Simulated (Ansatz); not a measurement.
System: BH, net charge 0, singlet state. SMILES: [BH]
Coordinates optimised at B3LYP-D3(BJ)/def2-TZVP (Ansatz, an electronic-structure program):
```
B
H 1 1.2331
```

Property: enthalpy of formation at 298 K, in kcal/mol. Conventions: LANL2DZ all-electron up to Ne; six Cartesian d functions in 6-31G* and its kin unless marked 5d; UHF or UKS for open shells; no spin-orbit coupling; 6-311+G** with 5d; non-relativistic. First-principles rows: single points at B3LYP-D3(BJ) geometries (Ansatz), with unscaled harmonic terms from B3LYP/6-31G* at its own minima, enthalpies of formation by atomisation with measured atoms.

```
level             program  enthalpy of formation at 298 K (kcal/mol)
----------------  -------  -----------------------------------------
B3LYP/STO-3G       Ansatz                                       82.4
B3LYP/3-21G        Ansatz                                      111.1
B3LYP/LANL2DZ      Ansatz                                      113.5
B3LYP/6-31G        Ansatz                                      111.3
B3LYP/6-31G*       Ansatz                                      108.4
B3LYP/6-31+G*      Ansatz                                      108.3
B3LYP/6-31G**      Ansatz                                      107.9
B3LYP/def2-SVP     Ansatz                                      108.9
B3LYP/cc-pVDZ      Ansatz                                      110.3
B3LYP/6-311+G**    Ansatz                                      108.5
B3LYP/def2-TZVPD   Ansatz                                      108.2
```

No value to compare with is used here. The 10 habitual levels span 82.4 (B3LYP/STO-3G) to 113.5 kcal/mol (B3LYP/LANL2DZ); B3LYP/def2-TZVPD gives 108.2.

The sets are all those run for this method; runs whose electronic state is in doubt are left out.
